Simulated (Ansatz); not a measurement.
`[AlH2]/[N]=C\[SiH3]` + `N[SiH3]` → `[AlH2][NH][SiH3]` + `N=C[SiH3]` at 500 K and 1 bar (ligand exchange at the Al–N bond).

Computed with Ansatz on PBE0-D4/def2-TZVP structures; ΔE is electronic, products minus reactants. CCSD(T)/CBS is the MP2 limit (def2-TZVPP, def2-QZVPP) plus CCSD(T) − MP2 in def2-TZVPP, frozen cores. This one scheme is used for every species. Each species was taken in one conformer, which may not be the lowest.

```json
{"species": "`[AlH2]/[N]=C\\[SiH3]`", "CCSD(T)/CBS energy (Eh)": "-627.42847", "H − E (kJ/mol)": "200.4", "S (J/(mol·K))": "412.9"}
{"species": "`N[SiH3]`", "CCSD(T)/CBS energy (Eh)": "-346.80422", "H − E (kJ/mol)": "161.3", "S (J/(mol·K))": "303.9"}
{"species": "`[AlH2][NH][SiH3]`", "CCSD(T)/CBS energy (Eh)": "-589.44550", "H − E (kJ/mol)": "184.4", "S (J/(mol·K))": "371.1"}
{"species": "`N=C[SiH3]`", "CCSD(T)/CBS energy (Eh)": "-384.79808", "H − E (kJ/mol)": "178.1", "S (J/(mol·K))": "332.3"}
```

H − E and S are ideal-gas, rigid-rotor, harmonic terms from PBE0-D4/def2-TZVP, for one conformer and one mirror image of each species. 1 Eh = 2625.50 kJ/mol, R = 8.31446 J/(mol·K).

By hand: ΔE, ΔH, ΔS and ΔG.

ΔE = (-589.44550) + (-384.79808) − (-627.42847) − (-346.80422) = -0.01089 Eh = -28.6 kJ/mol. Δ(H − E) = 184.4 + 178.1 − 200.4 − 161.3 = 0.8, so ΔH = -27.8 kJ/mol. ΔS = 371.1 + 332.3 − 412.9 − 303.9 = -13.4 J/(mol·K). ΔG = -27.8 − 500 × (-13.4)/1000 = -21.1 kJ/mol.

By hand: the equilibrium constant, and the temperature at which ΔG would vanish if ΔH and ΔS stayed fixed.

log₁₀ K = −ΔG/(RT ln 10) = 2.2. ΔG = 0 at ΔH/ΔS = 2075 K, though so small a ΔS makes that figure unsure.

The number of gas molecules stays the same, so ΔS is small and ΔH decides. A doubt of 5 kJ/mol in ΔE shifts log₁₀ K by 0.5 here. Other conformers and mirror images would add mixing entropy, several J/(mol·K) or more a flexible species. These are equilibria of isolated gas molecules and say nothing of rates. Largest T1 diagnostic: 0.015 (customary marks: 0.02 for closed shells, 0.045 for open ones).
